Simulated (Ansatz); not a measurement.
Input file for Ansatz (an electronic-structure program): R-r2SCAN/def2-TZVPPD on GeH4 (SMILES [GeH4]). Files ending in .json are basis or fitting sets from the Basis Set Exchange.

Ansatz 0.2 input:
```yaml
crystal:
  periodic: [false, false, false]
  atoms:
    - {symbol: Ge, position_ang: [0.10619029, 0.02771487, 0.00369920]}
    - {symbol: H, position_ang: [-0.24516692, 1.45435130, 0.44958240]}
    - {symbol: H, position_ang: [-1.00348359, -0.93383224, 0.45258827]}
    - {symbol: H, position_ang: [1.43439169, -0.39354651, 0.64888922]}
    - {symbol: H, position_ang: [0.23962156, -0.01694436, -1.52573326]}
basis:
  gaussian:
    orbitals: def2-TZVPPD.json
hamiltonian:
  xc: {name: r2SCAN}
scf: {lower_state_search: off}
```

The head of its log:

```
WARN ansatz: RAYON_NUM_THREADS=1 ignored (pool sized by the plan → 1); use --threads N
Functional definition: r2SCAN
these checks for a lower state are left out or cut short: stability, starts, cluster_reference, orbital_swaps, neighbouring_geometries, increment
integrals: 0.03 GiB planned
609 factors; their error is unknown
mean field: 0.32 GiB planned
mean field evaluation 1: about -56582.2224 eV, gradient 1.9e1 eV
mean field evaluation 2: about -56582.4827 eV, gradient 1.9e1 eV
```

What total energy does the run end on?

-2079.3749 hartree.
